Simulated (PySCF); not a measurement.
Gas-phase reaction: GaH(CH3)2 + CCl2 = GaHCl2 + C3H6 (propylene)

Computed with PySCF and rigid-rotor harmonic-oscillator thermochemistry at 1 bar. † marks an energy on the PBE0/def2-TZVP geometry and frequencies; other levels use their own. MP2 freezes the core. 6-31G* has spherical d functions here. All species are closed-shell singlets. Ga: all electrons, no relativistic terms. GaH(CH3)2, GaHCl2: computed as isolated molecules; such fragments, hydroxides, amides, oligomers or adducts are transient or little studied in the gas. MP2 isn't extrapolated to the basis-set limit.

MP2/def2-TZVPP† gives ΔH°(298 K) = -523 kJ.

**Question.** What do ωB97X-V/def2-TZVP†, ωB97M-V/def2-TZVP†, HF/6-31G* give?

**Answer.** ωB97X-V/def2-TZVP†: -509 kJ; ωB97M-V/def2-TZVP†: -503 kJ; HF/6-31G*: -559 kJ. For scale, ΔH°(298 K) is -523 kJ at this level, -503 kJ at ωB97M-V/def2-TZVP†, and runs from -566 to -477 kJ over the 19 levels computed.
